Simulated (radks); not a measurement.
Species: the carbon ion C3+. Configuration: [He] 2s1.

All-electron calculation, scalar-relativistic Kohn-Sham, LDA (Slater exchange, Perdew-Wang correlation), spin-polarised, spherical densities, finite nucleus; open shells are filled with parallel spins first; Fermi nuclear charge, rms radius 2.4702 fm. Program: a radial shooting solver on a logarithmic mesh with Libxc functionals.

Energy parts (eV):
part                     energy
total                  -936.603
kinetic                 933.653
electron-nucleus      -2025.140
Hartree                 252.923
exchange-correlation    -98.039

Orbitals (lengths in bohr, moments of r in powers of bohr):
\begin{tabular}{lrrrrr}
orbital & occ. & eigenvalue (eV) & <r> & <1/r> & <r^4> \\ \hline
1s up & 1 & -329.4622 & 0.2711 & 5.630 & 0.02597 \\
1s down & 1 & -328.3615 & 0.2708 & 5.631 & 0.02561 \\
2s up & 1 & -57.2839 & 1.276 & 1.142 & 6.114 \\
2s down & 0 & -52.3870 & 1.304 & 1.121 & 6.915 \\
\end{tabular}

The highest occupied level is 2s up at -57.284 eV. The electron density at the nucleus is 127.5 e/bohr^3 (large components only). For comparison, the ionisation energy in NIST's Atomic Spectra Database is 64.494 eV (measured). In exact Kohn-Sham theory the highest level is minus the ionisation energy, but local and semilocal functionals leave it too shallow, through self-interaction and a potential that decays too fast; potentials with the right tail come closer. The spin density at the nucleus is 5.018 e/bohr^3 (1s 0.048, 2s 4.970).
